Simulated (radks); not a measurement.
Values are calculated unless marked as measured or tabulated.
Problem. In30+, configuration [Ar] 3d1. Level of theory: scalar-relativistic Kohn-Sham, LDA (Slater exchange, Perdew-Wang correlation), spin-polarised, spherical densities, point nucleus; open shells are filled with parallel spins first (spin-orbit coupling, left out, can overturn this in heavy ions) (a radial shooting solver on a logarithmic mesh with Libxc functionals). Some entries of the table are withheld. Estimate them.

orbital,occ.,eigenvalue (eV),r(max) (bohr)
1s up,1,-29185.90,0.01924
1s down,1,-29185.81,0.01924
2s up,1,-5590.840,0.1084
2s down,1,-5587.269,0.1084
2p up,3,-5176.735,0.08666
2p down,3,-5173.983,0.08663
3s up,1,(1),0.2993
3s down,1,(2),0.2994
3p up,3,-1869.522,0.2890
3p down,3,-1865.478,0.2892
3d up,1,-1694.203,0.2324
3d down,0,-1689.234,0.2326

Solution. 
(1) 3s up eigenvalue (eV): -2002.022
(2) 3s down eigenvalue (eV): -1998.118
